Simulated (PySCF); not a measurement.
## Exercise with solution: oscillator strength and radiative lifetime

C4H3BrClF, SMILES C=C=C(Cl)[C@H](F)Br.

Geometry optimised at B3LYP-D3(BJ)/def2-SVP. The structure was generated by enumeration; whether it is a known compound was not checked. The values are those of a single conformer.

TDA-PBE/def2-SVPD run with PySCF puts the first singlet state with f over 0.02 at 4.89 eV (vertical), with the transition dipole (-0.449, 0.191, 0.126) in atomic units.

**Question.** Find the oscillator strength, the wavelength and the radiative lifetime that this transition would have in vacuum if emission retraced absorption.

**Answer.** 
|μ|² = 0.2540 au, so |μ| = 1.28 D. ΔE = 4.89/27.211 = 0.1797 hartree. f = (2/3) ΔE |μ|² = 0.030 (the program prints 0.030).
λ = 1239.84/4.89 = 254 nm; ν = 39440 cm⁻¹.
Einstein's coefficient A = 0.6670 ν² f s⁻¹ (ν in cm⁻¹) = 3.2e7 s⁻¹, so τ = 1/A = 32 ns. This state is S4; the lower singlets have f = 0.008, 0.000, 0.000. The figure is the radiative limit of this one transition; relaxation, internal conversion, crossing to triplets and a medium change what is measured.
